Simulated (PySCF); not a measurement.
How the numbers were obtained: σ from GIAO-PBE0/pcSseg-1, coordinates at the GFN2-xTB level, in PySCF 2.14.0 with density-fitted response routines (equivalent nuclei averaged, no relativistic terms, isolated molecule, one computed conformer).

Chemical shifts δ = σref − σ; TMS for ¹H and ¹³C, all at this level. Shifts are as computed. Against solution values, carbons near 30 ppm lie about +3 ppm off and those near 130 ppm about +5 ppm. Of 1211 compounds with measured shifts, 218 miss one by over three times the rms of a fit or turn the order of signals round; such compounds aren't used in these exercises. OH and NH positions are gas-phase values without hydrogen bonding to other molecules.

Problem. Order these molecules by the shift of their most shielded carbon, lowest δ first.
A. COC(F)(F)C(F)(F)F
B. C#C[P@@](=O)(C=C)C(C)(C)C
C. CC(C)P1(=O)C=CCC=C1

Solution. C (16.9 ppm, methyl carbon), B (24.2 ppm, methyl carbon), A (53.4 ppm, methyl carbon bonded to O).

Problem. How many ¹³C and ¹H signals does each give (equivalence by symmetry and fast rotation, but not about amide C–N or C=N bonds)? `CC(=O)O[C@@H]1CC[Si]1(N)N`, `COC(F)(F)C(F)(F)F`, `C#C[P@@](=O)(C=C)C(C)(C)C`, `CC(C)P1(=O)C=CCC=C1`

Solution. CC(=O)O[C@@H]1CC[Si]1(N)N: 5 C, 8 H; COC(F)(F)C(F)(F)F: 3 C, 1 H; C#C[P@@](=O)(C=C)C(C)(C)C: 6 C, 5 H; CC(C)P1(=O)C=CCC=C1: 5 C, 6 H.
